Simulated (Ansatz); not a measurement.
Consider the ligand exchange at a B–C bond: `CB(C)C=O` + `O[SiH3]` → `CB(C)O[SiH3]` + `C=O`.

Computed with Ansatz on PBE0-D4/def2-TZVP structures; ΔE is electronic, products minus reactants. CCSD(T)/CBS is the MP2 limit (def2-TZVPP, def2-QZVPP) plus CCSD(T) − MP2 in def2-TZVPP, frozen cores. This one scheme is used for every species. DFT in def2-TZVPP. One conformer a species, not always the lowest.

```tsv
level	ΔE (kJ/mol)
r2SCAN-D4	-133.9
CCSD/def2-SVP	-157.9
```

**Question.** What does CCSD(T)/CBS give? (An estimate is asked.)

**Answer.** Ansatz gave: -138.0 kJ/mol. The listed levels differ from it by 4.1, -19.9 kJ/mol.

**Question.** What do rigid-rotor, harmonic-oscillator terms from PBE0-D4/def2-TZVP frequencies (298.15 K, 1 bar) make of the CCSD(T)/CBS value? (Best estimate.)

**Answer.** Computed: ΔZPE = +2.5 kJ/mol, ΔH = -135.6 kJ/mol, ΔS = -13 J/(mol·K), ΔG = -131.5 kJ/mol. Modes under 50 cm⁻¹ make the entropy rough.

Largest T1 diagnostic among the species: 0.015.

At CCSD(T), def2-SVP lies −20.2 kJ/mol from the extrapolated value and def2-TZVPP −3.2 kJ/mol. From BLYP to BHLYP (50 % exact exchange), in def2-TZVPP and without D4, ΔE moves by −11.4 kJ/mol. In def2-TZVPP, CCSD(T) changes the Hartree–Fock value by +5.0 kJ/mol (the triples alone add +0.5 kJ/mol) and MP2 by +5.0 kJ/mol.
